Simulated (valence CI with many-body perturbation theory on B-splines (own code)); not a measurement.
Level structure of La LIII

Calculated by valence CI with perturbative core correlation (CI+MBPT): three valence electrons over a frozen Dirac-Fock core [He], radial functions for each j: 9 s, 9 p, 8 d, 6 f, 3 g, 1 h, with the one-electron correlation potential Σ1 (screened to all orders), the two-electron term Σ2, the three-electron term Σ3, Breit, model QED; selected single and double excitations, second order for the rest, scaled by the run's own slope (own B-spline code, finite nucleus).

No measured spectrum was set against this ion. As an estimate, large intervals hold to a few tenths of a per cent, small ones and those within an open d or f shell to about a per cent.

Levels 1 to 44 of 44, with energies above the lowest level, (2s^2 2p1/2) J=1/2. "Leading %" is the weight of the configuration and term that name the level; weights of strongly mixed levels are sums over their largest components and can fall short, so below about 35 % the name and the second component can differ from the true leading terms, or belong to a minority configuration. In the jj column 3d3/2^4 stands for four electrons in 3d with j = 3/2.

```
No.  Configuration  Term    J  E (Ry)  Leading %              Leading jj  Second component
  1          2s²2p   ²P°  1/2    0.00        100      2s^2 2p1/2 (100 %)                  
  2          2s2p²    ⁴P  1/2   13.05         56       2s 2p1/2^2 (98 %)     29 % 2s2p² ²S
  3          2s²2p   ²P°  3/2   33.41         99       2s^2 2p3/2 (99 %)                  
  4          2s2p²    ⁴P  3/2   42.51         92  2s 2p1/2 2p3/2 (100 %)      6 % 2s2p² ²D
  5          2s2p²    ²D  5/2   44.96         58   2s 2p1/2 2p3/2 (99 %)     42 % 2s2p² ⁴P
  6          2s2p²    ²P  1/2   48.85         70   2s 2p1/2 2p3/2 (98 %)     28 % 2s2p² ⁴P
  7          2s2p²    ²D  3/2   48.88         65  2s 2p1/2 2p3/2 (100 %)     34 % 2s2p² ²P
  8            2p³   ²P°  3/2   62.75         46    2p1/2^2 2p3/2 (98 %)      26 % 2p³ ⁴S°
  9          2s2p²    ⁴P  5/2   77.24         58       2s 2p3/2^2 (99 %)     42 % 2s2p² ²D
 10          2s2p²    ²S  1/2   83.03         70       2s 2p3/2^2 (99 %)     16 % 2s2p² ⁴P
 11          2s2p²    ²P  3/2   83.10         64       2s 2p3/2^2 (99 %)     29 % 2s2p² ²D
 12            2p³   ⁴S°  3/2   93.64         55   2p1/2 2p3/2^2 (100 %)      45 % 2p³ ²D°
 13            2p³   ²D°  5/2   95.14        100   2p1/2 2p3/2^2 (100 %)                  
 14            2p³   ²P°  1/2   98.15        100   2p1/2 2p3/2^2 (100 %)                  
 15            2p³   ²P°  3/2  129.56         53         2p3/2^3 (100 %)      28 % 2p³ ²D°
 16          2s²3s    ²S  1/2  429.98         97          2s^2 3s (97 %)                  
 17          2s²3p   ²P°  1/2  434.46         95       2s^2 3p1/2 (95 %)                  
 18         2s2p3s   ⁴P°  1/2  438.78         86      2s 2p1/2 3s (98 %)   12 % 2s2p3s ²P°
 19         2s2p3s   ⁴P°  3/2  440.16         59      2s 2p1/2 3s (95 %)   36 % 2s2p3s ²P°
 20         2s2p3s   ²P°  1/2  441.85         94      2s 2p1/2 3s (98 %)    5 % 2s2p3s ⁴P°
 21         2s2p3p    ⁴D  1/2  442.56         72  2s 2p1/2 3p1/2 (100 %)    20 % 2s2p3p ²P
 22         2s2p3p    ⁴D  3/2  444.10         42   2s 2p1/2 3p1/2 (97 %)    30 % 2s2p3p ²D
 23          2s²3p   ²P°  3/2  444.51         93       2s^2 3p3/2 (93 %)                  
 24         2s2p3p    ⁴P  1/2  446.34         49   2s 2p1/2 3p1/2 (99 %)    29 % 2s2p3p ²S
 25          2s²3d    ²D  3/2  447.75         96       2s^2 3d3/2 (96 %)                  
 26          2s²3d    ²D  5/2  450.45         97       2s^2 3d5/2 (97 %)                  
 27         2s2p3p    ⁴P  3/2  453.09         31  2s 2p1/2 3p3/2 (100 %)    26 % 2s2p3p ⁴D
 28          2p²3s    ⁴P  1/2  453.50         21   2s 2p1/2 3p3/2 (53 %)    19 % 2s2p3p ²P
 29         2s2p3p    ⁴D  5/2  454.84         47   2s 2p1/2 3p3/2 (97 %)    34 % 2s2p3p ²D
 30         2s2p3p    ²D  3/2  455.05         45   2s 2p1/2 3p3/2 (99 %)    20 % 2s2p3p ²P
 31         2s2p3d   ⁴F°  3/2  455.64         72   2s 2p1/2 3d3/2 (99 %)   12 % 2s2p3d ²D°
 32          2p²3s    ⁴P  1/2  456.75         27       2p1/2^2 3s (52 %)    20 % 2s2p3p ²P
 33         2s2p3d   ⁴F°  5/2  457.29         52   2s 2p1/2 3d3/2 (93 %)   21 % 2s2p3d ²F°
 34         2s2p3d   ⁴D°  1/2  457.54         31   2s 2p1/2 3d3/2 (54 %)    19 % 2p²3p ⁴D°
 35         2s2p3d   ⁴D°  3/2  458.41         30   2s 2p1/2 3d3/2 (95 %)   22 % 2s2p3d ²P°
 36         2s2p3d   ⁴P°  5/2  459.15         37   2s 2p1/2 3d5/2 (96 %)   28 % 2s2p3d ⁴D°
 37         2s2p3d   ⁴D°  1/2  459.68         27    2p1/2^2 3p1/2 (52 %)    21 % 2p²3p ⁴D°
 38         2s2p3d   ⁴F°  7/2  460.68         40   2s 2p1/2 3d5/2 (99 %)   35 % 2s2p3d ²F°
 39         2s2p3d   ²F°  5/2  461.47         54   2s 2p1/2 3d5/2 (96 %)   20 % 2s2p3d ²D°
 40         2s2p3d   ²D°  3/2  461.48         42   2s 2p1/2 3d5/2 (93 %)   39 % 2s2p3d ²P°
 41          2p²3p   ²P°  3/2  469.31         31    2p1/2^2 3p3/2 (96 %)    21 % 2p²3p ⁴D°
 42          2p²3d    ²D  3/2  471.76         40    2p1/2^2 3d3/2 (98 %)     34 % 2p²3d ⁴F
 43         2s2p3s   ⁴P°  5/2  472.23        100     2s 2p3/2 3s (100 %)                  
 44         2s2p3s   ²P°  3/2  473.67         78      2s 2p3/2 3s (99 %)   21 % 2s2p3s ⁴P°
```

The ionisation energy to 2s² ¹S0 of the next ion comes out as 10422 eV (NIST: 10426 ± 4 eV (theoretical)). All 44 levels together are meant to be complete up to 473.87 Ry.
